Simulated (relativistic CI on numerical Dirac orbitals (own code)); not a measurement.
Energy levels of Pm XLV

These numbers are calculated, not measured: Dirac-Coulomb-Breit CI, separate exchange-only KLI orbitals for each configuration, model QED, unscaled Slater integrals (own radial code, finite nucleus).

CI space (outside the closed core [Ne]): 3s²3p⁵, 3s3p⁶, 3s²3p⁴3d, 3s3p⁵3d, 3p⁶3d, 3s3p⁴3d², 3s²3p³3d4p, 3p⁶4s, 3s3p⁴3d4s, 3s²3p⁴4s, 3p⁶4p, 3s²3p⁴4p, 3s²3p⁴4d, 3p⁵3d4p, 3s3p⁵4s, 3s²3p⁴4f, 3s3p⁵4p, 3s3p⁵4d, 3s3p⁵4f, 3s²3p⁴5s, 3s²3p⁴5p, 3s²3p³4s4p, 3s²3p⁴5d, 3s²3p⁴5f, 3s²3p⁴5g, 3s3p⁴4s², 3s3p⁵5s, 3s3p⁵5p, 3s²3p³3d², 3s²3p²3d³, 3s3p³3d³, 3s²3p²3d²4s, 3s²3p²3d²4p, 3s²3p²3d²4d, 3p⁵3d², 3p⁴3d³, 3p⁴3d²4s, 3p⁴3d²4p, 3p⁴3d²4d, 3s²3p³3d4s, 3s3p³3d²4s, 3s²3p²3d4s², 3s²3p²3d4s4p, 3s²3p²3d4s4d, 3p⁵3d4s, 3p⁴3d4s², 3p⁴3d4s4p, 3p⁴3d4s4d, 3s²3p³4s², 3s3p³3d4s², 3s²3p²4s²4p, 3s²3p²4s²4d, 3s²3p³4p², 3s²3p²3d4p², 3s3p³3d4p², 3s²3p²4s4p², 3s²3p²4p³, 3s²3p²4p²4d. Double excitations out of closed p, d and f shells are left out; levels of such configurations are missing from the list, as are those of other unlisted configurations, and high levels can miss mixing partners. These lack a partner that the ground configuration has and come out too high: 3s²3p⁴4f, 3s3p⁵4p, 3s3p⁵4d, 3s3p⁵4f, 3s²3p⁴5s.

The lowest level is 3s²3p⁵ ²P°3/2, with 99 % of that term; Hund's rules for 3s²3p⁵ give ²P° with J = 3/2, in agreement.

| No. | Configuration | Term | J | E (eV) | % | Next component (%) | jj configuration (%) |
| --- | --- | --- | --- | --- | --- | --- | --- |
| 1 | 3s²3p⁵ | ²P° | 3/2 | 0.000 | 99 | 1 3s²3p³3d² ²P° | 3p3/2^3 (99) |
| 2 | 3s²3p⁵ | ²P° | 1/2 | 138.198 | 98 | 1 3s²3p³3d² ²P° | 3p1/2 3p3/2^4 (98) |
| 3 | 3s²3p⁴3d | ⁴D | 3/2 | 183.579 | 38 | 33 ²D | 3p3/2^2 3d3/2 (98) |
| 4 | 3s²3p⁴3d | ⁴D | 5/2 | 187.269 | 45 | 19 ²D | 3p3/2^2 3d3/2 (92) |
| 5 | 3s²3p⁴3d | ⁴P | 1/2 | 188.087 | 46 | 28 ²P | 3p3/2^2 3d3/2 (95) |
| 6 | 3s²3p⁴3d | ⁴F | 7/2 | 191.815 | 32 | 31 ²F | 3p3/2^2 3d3/2 (97) |
| 7 | 3s²3p⁴3d | ²D | 3/2 | 205.905 | 59 | 19 ⁴F | 3p3/2^2 3d3/2 (94) |
| 8 | 3s²3p⁴3d | ²F | 7/2 | 216.581 | 46 | 43 ⁴D | 3p3/2^2 3d5/2 (96) |
| 9 | 3s²3p⁴3d | ⁴F | 9/2 | 218.846 | 69 | 30 ²G | 3p3/2^2 3d5/2 (99) |
| 10 | 3s²3p⁴3d | ²P | 1/2 | 220.034 | 49 | 25 ²S | 3p3/2^2 3d5/2 (89) |
| 11 | 3s²3p⁴3d | ²D | 5/2 | 241.034 | 52 | 23 ⁴P | 3p3/2^2 3d5/2 (98) |
| 12 | 3s²3p⁴3d | ²D | 3/2 | 245.693 | 36 | 31 ²P | 3p3/2^2 3d5/2 (90) |
| 13 | 3s²3p⁴3d | ²D | 5/2 | 248.614 | 43 | 22 ²F | 3p3/2^2 3d5/2 (86) |
| 14 | 3s3p⁶ | ²S | 1/2 | 285.586 | 66 | 18 3s²3p⁴3d ⁴P | 3s (66) |
| 15 | 3s²3p⁴3d | ⁴D | 1/2 | 312.573 | 77 | 16 ²P | 3p1/2 3p3/2^3 3d3/2 (95) |
| 16 | 3s²3p⁴3d | ⁴D | 3/2 | 321.012 | 34 | 27 ⁴F | 3p1/2 3p3/2^3 3d3/2 (93) |
| 17 | 3s²3p⁴3d | ⁴F | 5/2 | 328.816 | 45 | 36 ²F | 3p1/2 3p3/2^3 3d3/2 (97) |
| 18 | 3s²3p⁴3d | ²G | 7/2 | 329.954 | 59 | 25 ²F | 3p1/2 3p3/2^3 3d3/2 (99) |
| 19 | 3s²3p⁴3d | ⁴D | 7/2 | 349.729 | 40 | 40 ⁴F | 3p1/2 3p3/2^3 3d5/2 (98) |
| 20 | 3s²3p⁴3d | ²P | 3/2 | 355.383 | 53 | 38 ⁴P | 3p1/2 3p3/2^3 3d5/2 (63) |
| 21 | 3s²3p⁴3d | ²D | 5/2 | 356.620 | 59 | 19 ²F | 3p1/2 3p3/2^3 3d3/2 (90) |
| 22 | 3s²3p⁴3d | ²P | 3/2 | 358.779 | 50 | 26 ²D | 3p1/2 3p3/2^3 3d3/2 (54) |
| 23 | 3s²3p⁴3d | ²F | 5/2 | 360.216 | 47 | 23 ⁴P | 3p1/2 3p3/2^3 3d5/2 (97) |
| 24 | 3s²3p⁴3d | ²G | 9/2 | 360.345 | 69 | 30 ⁴F | 3p1/2 3p3/2^3 3d5/2 (99) |
| 25 | 3s²3p⁴3d | ²S | 1/2 | 360.825 | 35 | 26 ²P | 3p1/2 3p3/2^3 3d3/2 (76) |
| 26 | 3s²3p⁴3d | ²D | 5/2 | 366.139 | 51 | 24 ⁴P | 3p1/2 3p3/2^3 3d5/2 (96) |
| 27 | 3s²3p⁴3d | ²F | 7/2 | 373.026 | 77 | 11 ⁴F | 3p1/2 3p3/2^3 3d5/2 (98) |
| 28 | 3s²3p³3d² | ⁴F° | 3/2 | 377.897 | 29 | 23 ²D° | 3p3/2 3d3/2^2 (96) |
| 29 | 3s²3p³3d² | ⁴F° | 5/2 | 381.494 | 26 | 20 ⁴G° | 3p3/2 3d3/2^2 (90) |
| 30 | 3s²3p³3d² | ⁴D° | 1/2 | 381.557 | 44 | 25 ⁶F° | 3p3/2 3d3/2^2 (93) |
| 31 | 3s²3p³3d² | ²G° | 7/2 | 384.400 | 19 | 18 ²F° | 3p3/2 3d3/2^2 (91) |
| 32 | 3s²3p⁴3d | ²D | 3/2 | 391.410 | 68 | 13 ⁴F | 3p1/2 3p3/2^3 3d5/2 (83) |
| 33 | 3s²3p³3d² | ⁴P° | 3/2 | 399.120 | 19 | 15 ⁶P° | 3p3/2 3d3/2^2 (82) |
| 34 | 3s²3p⁴3d | ²P | 1/2 | 401.637 | 70 | 24 ²S | 3p1/2 3p3/2^3 3d5/2 (88) |
| 35 | 3s²3p³3d² | ⁴G° | 9/2 | 409.620 | 31 | 24 ⁶F° | 3p3/2 3d3/2 3d5/2 (96) |
| 36 | 3s²3p³3d² | ²F° | 7/2 | 412.192 | 25 | 17 ⁴F° | 3p3/2 3d3/2 3d5/2 (93) |
| 37 | 3s²3p³3d² | ⁴D° | 3/2 | 415.061 | 27 | 13 ²D° | 3p3/2 3d3/2 3d5/2 (83) |
| 38 | 3s²3p³3d² | ⁴P° | 1/2 | 415.407 | 48 | 17 ²S° | 3p3/2 3d3/2 3d5/2 (83) |
| 39 | 3s²3p³3d² | ²F° | 5/2 | 417.363 | 20 | 19 ⁴D° | 3p3/2 3d3/2 3d5/2 (88) |
| 40 | 3s²3p³3d² | ⁶P° | 5/2 | 420.796 | 27 | 23 ⁴D° | 3p3/2 3d3/2 3d5/2 (95) |
| 41 | 3s²3p³3d² | ⁴G° | 11/2 | 421.246 | 41 | 25 ²H° | 3p3/2 3d3/2 3d5/2 (81) |
| 42 | 3s²3p³3d² | ²F° | 7/2 | 423.224 | 24 | 22 ⁴D° | 3p3/2 3d3/2 3d5/2 (88) |
| 43 | 3s²3p³3d² | ⁴F° | 7/2 | 433.073 | 18 | 17 ⁴D° | 3p3/2 3d3/2 3d5/2 (77) |
| 44 | 3s²3p³3d² | ²D° | 5/2 | 433.971 | 23 | 22 ⁴F° | 3p3/2 3d3/2 3d5/2 (75) |
| 45 | 3s²3p³3d² | ²P° | 3/2 | 437.186 | 27 | 22 ⁴F° | 3p3/2 3d3/2 3d5/2 (85) |

Energies count from the lowest computed level; ° marks odd parity. Filled j subshells are mostly left out of the jj labels.

The mean weight of the leading LS term, summed over parents, in these 45 levels is 46 %, and that of the leading jj configuration (from the same eigenvectors) 89 %, so jj coupling describes them better and the LS labels are nominal.

At this charge energies of transitions that change n are usually good to better than 1 %, and those within a shell (Δn = 0) to a few per cent.

LS names give the leading component of a level, which can be under half, so a name can repeat, a term be missing and a line seem to break the LS rules.
